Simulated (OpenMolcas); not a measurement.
OpenMolcas run: Fe V

Input:

```
&GATEWAY
Coord
1

Fe 0.0 0.0 0.0
Basis=ANO-RCC-VQZP
Group=XYZ
NoMove
AngMom=0.0 0.0 0.0
AMFI
&SEWARD
* reference wave functions (RASSCF and RASSI steps not shown): 4 electrons in 5 orbitals (3d)
>>> COPY JOB001 $Project.JobIph
&CASPT2
Multistate=5 1 2 3 4 5
Frozen=2 3
IPEA=0.25
Imaginary=0.1
MaxIter=60
WThr=0.0 0.3 0.05
PrWF=0.5
NoMix
>>> COPY JOB002 $Project.JobIph
&CASPT2
Multistate=45 1 2 3 4 5 6 7 8 9 10 11 12 13 14 15 16 17 18 19 20 21 22
23 24 25 26 27 28 29 30 31 32 33 34 35 36 37 38 39 40 41 42 43 44 45
Frozen=2 3
IPEA=0.25
Imaginary=0.1
MaxIter=60
WThr=0.0 0.3 0.05
PrWF=0.5
NoMix
>>> COPY JOB003 $Project.JobIph
&CASPT2
Multistate=50 1 2 3 4 5 6 7 8 9 10 11 12 13 14 15 16 17 18 19 20 21 22
23 24 25 26 27 28 29 30 31 32 33 34 35 36 37 38 39 40 41 42 43 44 45 46
47 48 49 50
Frozen=2 3
IPEA=0.25
Imaginary=0.1
MaxIter=60
WThr=0.0 0.3 0.05
PrWF=0.5
NoMix
```

Output, cut to the results:

```
--- CASPT2 ---
Orbital specifications:
      -----------------------

      Symmetry species                           1   2
                                                ag  au
      Frozen orbitals                            2   3
      Inactive orbitals                          1   3
      Active orbitals                            5   0
      Secondary orbitals                        37  44
      Deleted orbitals                           0   0
      Number of basis functions                 45  50
Type of calculation                        MS-CASPT2
      Fock operator                              state-specific
      IPEA shift                                 0.25
      Real shift                                 0.00
      Imaginary shift                            0.10
      The input orbitals will be transformed to quasi-canonical
Reference energy:       -1267.5172179389
      E2 (Non-variational):      -0.4007498101
      Shift correction:          -0.0000504766
      E2 (Variational):          -0.4008002867
      Total energy:           -1267.9180182256
      Residual norm:              0.0000005642
      Reference weight:           0.96165
      Contributions to the CASPT2 correlation energy
      Active & Virtual Only:         -0.0458502586
      One Inactive Excited:          -0.2076381284
      Two Inactive Excited:          -0.1472614231
Reference energy:       -1267.5172179389
      E2 (Non-variational):      -0.4007675190
      Shift correction:          -0.0000505026
      E2 (Variational):          -0.4008180216
      Total energy:           -1267.9180359605
      Residual norm:              0.0000005659
      Reference weight:           0.96164
      Contributions to the CASPT2 correlation energy
      Active & Virtual Only:         -0.0458502336
      One Inactive Excited:          -0.2076565354
      Two Inactive Excited:          -0.1472607500
::    CASPT2 Root  1     Total energy:  -1267.91801823
::    CASPT2 Root  2     Total energy:  -1267.91803596
::    CASPT2 Root  3     Total energy:  -1267.91803234
::    CASPT2 Root  4     Total energy:  -1267.91797009
::    CASPT2 Root  5     Total energy:  -1267.91801922
::    MS-CASPT2 Root  1     Total energy:  -1267.91804715
::    MS-CASPT2 Root  2     Total energy:  -1267.91804370
::    MS-CASPT2 Root  3     Total energy:  -1267.91802938
::    MS-CASPT2 Root  4     Total energy:  -1267.91798900
::    MS-CASPT2 Root  5     Total energy:  -1267.91796661
--- CASPT2 ---
Orbital specifications:
      -----------------------

      Symmetry species                           1   2
                                                ag  au
      Frozen orbitals                            2   3
      Inactive orbitals                          1   3
      Active orbitals                            5   0
      Secondary orbitals                        37  44
      Deleted orbitals                           0   0
      Number of basis functions                 45  50
Type of calculation                        MS-CASPT2
      Fock operator                              state-specific
      IPEA shift                                 0.25
      Real shift                                 0.00
      Imaginary shift                            0.10
      The input orbitals will be transformed to quasi-canonical
Reference energy:       -1267.3946756739
      E2 (Non-variational):      -0.4106235363
      Shift correction:          -0.0000538315
      E2 (Variational):          -0.4106773678
      Total energy:           -1267.8053530417
      Residual norm:              0.0000003056
      Reference weight:           0.96041
      Contributions to the CASPT2 correlation energy
      Active & Virtual Only:         -0.0509694198
      One Inactive Excited:          -0.2179735282
      Two Inactive Excited:          -0.1416805883
Reference energy:       -1267.3946756739
      E2 (Non-variational):      -0.4106149712
      Shift correction:          -0.0000538336
      E2 (Variational):          -0.4106688047
      Total energy:           -1267.8053444787
      Residual norm:              0.0000003134
      Reference weight:           0.96041
      Contributions to the CASPT2 correlation energy
      Active & Virtual Only:         -0.0509762313
      One Inactive Excited:          -0.2178952846
      Two Inactive Excited:          -0.1417434552
::    CASPT2 Root  1     Total energy:  -1267.80535304
::    CASPT2 Root  2     Total energy:  -1267.80534448
::    CASPT2 Root  3     Total energy:  -1267.80528938
::    CASPT2 Root  4     Total energy:  -1267.80531281
::    CASPT2 Root  5     Total energy:  -1267.80547597
::    CASPT2 Root  6     Total energy:  -1267.80524470
::    CASPT2 Root  7     Total energy:  -1267.80529327
::    CASPT2 Root  8     Total energy:  -1267.80545207
::    CASPT2 Root  9     Total energy:  -1267.80535490
::    CASPT2 Root 10     Total energy:  -1267.80536415
::    CASPT2 Root 11     Total energy:  -1267.80536123
::    CASPT2 Root 12     Total energy:  -1267.80377093
::    CASPT2 Root 13     Total energy:  -1267.80377150
::    CASPT2 Root 14     Total energy:  -1267.80376829
::    CASPT2 Root 15     Total energy:  -1267.79769219
::    CASPT2 Root 16     Total energy:  -1267.79756952
::    CASPT2 Root 17     Total energy:  -1267.79749008
::    CASPT2 Root 18     Total energy:  -1267.79716427
::    CASPT2 Root 19     Total energy:  -1267.79747940
::    CASPT2 Root 20     Total energy:  -1267.79745178
::    CASPT2 Root 21     Total energy:  -1267.79722924
::    CASPT2 Root 22     Total energy:  -1267.78262011
::    CASPT2 Root 23     Total energy:  -1267.78245657
::    CASPT2 Root 24     Total energy:  -1267.78263651
::    CASPT2 Root 25     Total energy:  -1267.78256350
::    CASPT2 Root 26     Total energy:  -1267.78246542
::    CASPT2 Root 27     Total energy:  -1267.78245740
::    CASPT2 Root 28     Total energy:  -1267.78255971
::    CASPT2 Root 29     Total energy:  -1267.78260291
...
```

Levels above the lowest, from the spin-orbit matrix with the multistate effective Hamiltonian, averaged by term, added to it:

```json
{"Configuration": "3d⁴", "Term": "⁵D", "J": "0", "E (cm⁻¹)": "0.0", "Measured (cm⁻¹)": "0.0", "g": "", "Term weight %": "100", "Second": ""}
{"Configuration": "3d⁴", "Term": "⁵D", "J": "1", "E (cm⁻¹)": "147", "Measured (cm⁻¹)": "142", "g": "1.501", "Term weight %": "100", "Second": ""}
{"Configuration": "3d⁴", "Term": "⁵D", "J": "2", "E (cm⁻¹)": "432", "Measured (cm⁻¹)": "417", "g": "1.501", "Term weight %": "100", "Second": ""}
{"Configuration": "3d⁴", "Term": "⁵D", "J": "3", "E (cm⁻¹)": "838", "Measured (cm⁻¹)": "803", "g": "1.501", "Term weight %": "100", "Second": ""}
{"Configuration": "3d⁴", "Term": "⁵D", "J": "4", "E (cm⁻¹)": "1351", "Measured (cm⁻¹)": "1283", "g": "1.501", "Term weight %": "100", "Second": ""}
{"Configuration": "3d⁴", "Term": "³P(1)", "J": "0", "E (cm⁻¹)": "24290", "Measured (cm⁻¹)": "24055", "g": "", "Term weight %": "99", "Second": ""}
{"Configuration": "3d⁴", "Term": "³H", "J": "4", "E (cm⁻¹)": "25140", "Measured (cm⁻¹)": "24932", "g": "0.805", "Term weight %": "98", "Second": ""}
{"Configuration": "3d⁴", "Term": "³P(1)", "J": "1", "E (cm⁻¹)": "25180", "Measured (cm⁻¹)": "24973", "g": "1.500", "Term weight %": "100", "Second": ""}
{"Configuration": "3d⁴", "Term": "³H", "J": "5", "E (cm⁻¹)": "25460", "Measured (cm⁻¹)": "25226", "g": "1.036", "Term weight %": "99", "Second": ""}
{"Configuration": "3d⁴", "Term": "³H", "J": "6", "E (cm⁻¹)": "25820", "Measured (cm⁻¹)": "25528", "g": "1.167", "Term weight %": "100", "Second": ""}
{"Configuration": "3d⁴", "Term": "³P(1)", "J": "2", "E (cm⁻¹)": "26680", "Measured (cm⁻¹)": "26468", "g": "1.500", "Term weight %": "100", "Second": ""}
{"Configuration": "3d⁴", "Term": "³F(1)", "J": "2", "E (cm⁻¹)": "27060", "Measured (cm⁻¹)": "26761", "g": "0.667", "Term weight %": "100", "Second": ""}
{"Configuration": "3d⁴", "Term": "³F(1)", "J": "3", "E (cm⁻¹)": "27160", "Measured (cm⁻¹)": "26842", "g": "1.071", "Term weight %": "96", "Second": "4 ³G"}
{"Configuration": "3d⁴", "Term": "³F(1)", "J": "4", "E (cm⁻¹)": "27320", "Measured (cm⁻¹)": "26974", "g": "1.239", "Term weight %": "95", "Second": "4 ³G"}
{"Configuration": "3d⁴", "Term": "³G", "J": "3", "E (cm⁻¹)": "30300", "Measured (cm⁻¹)": "29817", "g": "0.762", "Term weight %": "96", "Second": "4 ³F(1)"}
{"Configuration": "3d⁴", "Term": "³G", "J": "4", "E (cm⁻¹)": "30670", "Measured (cm⁻¹)": "30147", "g": "1.055", "Term weight %": "95", "Second": "4 ³F(1)"}
{"Configuration": "3d⁴", "Term": "³G", "J": "5", "E (cm⁻¹)": "30980", "Measured (cm⁻¹)": "30430", "g": "1.198", "Term weight %": "99", "Second": ""}
{"Configuration": "3d⁴", "Term": "³D", "J": "3", "E (cm⁻¹)": "37410", "Measured (cm⁻¹)": "36630", "g": "1.334", "Term weight %": "100", "Second": ""}
{"Configuration": "3d⁴", "Term": "³D", "J": "2", "E (cm⁻¹)": "37540", "Measured (cm⁻¹)": "36758", "g": "1.167", "Term weight %": "99", "Second": ""}
{"Configuration": "3d⁴", "Term": "¹G(1)", "J": "4", "E (cm⁻¹)": "37540", "Measured (cm⁻¹)": "36586", "g": "1.001", "Term weight %": "98", "Second": ""}
{"Configuration": "3d⁴", "Term": "³D", "J": "1", "E (cm⁻¹)": "37670", "Measured (cm⁻¹)": "36925", "g": "0.500", "Term weight %": "100", "Second": ""}
{"Configuration": "3d⁴", "Term": "¹I", "J": "6", "E (cm⁻¹)": "38080", "Measured (cm⁻¹)": "37512", "g": "1.000", "Term weight %": "100", "Second": ""}
{"Configuration": "3d⁴", "Term": "¹S(1)", "J": "0", "E (cm⁻¹)": "40580", "Measured (cm⁻¹)": "39633", "g": "", "Term weight %": "99", "Second": ""}
{"Configuration": "3d⁴", "Term": "¹D(1)", "J": "2", "E (cm⁻¹)": "47620", "Measured (cm⁻¹)": "46291", "g": "1.001", "Term weight %": "99", "Second": ""}
```

Against the 23 measured excited levels shown (Corliss and Sugar, J. Phys. Chem. Ref. Data 11, 135 (1982)) the mean absolute deviation is 440 cm-1; the largest miss in energy is 3d⁴ ¹D₂(1): computed 47620, measured 46291 cm⁻¹ (+2.9 %), and the largest in proportion 3d⁴ ⁵D₄ (+5.3 %).

CASPT2 breaks the degeneracy within a term, and the mean is taken; among the terms shown or strongly mixed into the levels shown the widest spread is 980 cm-1 (3d⁴ ¹I). The CASPT2 spread within a term exceeds the gap to the next term for 3d⁴ ¹G(1) and 3d⁴ ³D, 3d⁴ ³D and 3d⁴ ¹I, so the order of their levels is uncertain. Computed and measured levels are paired by configuration, term and J; levels that our copy of the source lacks, or whose pairing is in doubt (as where it misses far off the trend of its configuration), stay unpaired and out of the deviations. Levels of configurations outside the active space are missing. The table shows the lowest 24 of 34 levels.

The term weight is that of the spin-free term in the level, not the purity of its configuration. A number in round brackets counts repeated terms of one configuration in the order of the reference energies.
